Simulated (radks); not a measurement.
Problem. The mean radii <r> (bohr) of the occupied orbitals of an atom or ion are listed with their occupations. All-electron calculation, Dirac Kohn-Sham, PBE, spin-unpolarised, spherical densities, finite nucleus; Fermi nuclear charge, rms radius of each element as measured or else 0.836 A^(1/3) + 0.57 fm. Program: a radial shooting solver on a logarithmic mesh with Libxc functionals.

| orbital | occ. | <r> |
|---|---|---|
| 1s1/2 | 2 | 0.03111 |
| 2s1/2 | 2 | 0.1345 |
| 2p1/2 | 2 | 0.1141 |
| 2p3/2 | 4 | 0.1192 |
| 3s1/2 | 2 | 0.3682 |
| 3p1/2 | 2 | 0.3600 |
| 3p3/2 | 4 | 0.3709 |
| 3d3/2 | 4 | 0.3437 |
| 3d5/2 | 6 | 0.3472 |
| 4s1/2 | 2 | 0.9059 |
| 4p1/2 | 2 | 0.9670 |
| 4p3/2 | 4 | 0.9961 |
| 4d3/2 | 4 | 1.242 |
| 4d5/2 | 4 | 1.255 |

Name the element and its charge. Open shells, if any, fill j = l - 1/2 first.

Solution. Z = 47, silver, charge +3: Ag3+ in [Kr] 4d8. The 1s radius gives Z: for a bare nucleus <r> = (2 gamma + 1)/(2Z) with gamma = sqrt(1 - (Z/c)^2), 0.03062 bohr for Z = 47, and screening makes it slightly larger (0.03111 here). The occupations add up to 44, and the charge is Z minus that.
